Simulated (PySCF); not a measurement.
Level of theory: ωB97X-D3(BJ)/def2-TZVP // PBE0-D3(BJ)/def2-TZVP (PySCF 2.14.0). All species are isolated molecules in the gas phase. 

Reference species (SMILES): `I[B]I` (neutral, multiplicity 2).

```json
{
 "dipole_moment": "0.58 D"
}
```

Changed species: `[B](I)Cl` (radical fragment; the reference has radical fragment).

Problem. What does the change do to the dipole moment?

Solution. the dipole moment decreases by 0.15 D, to 0.43 D.
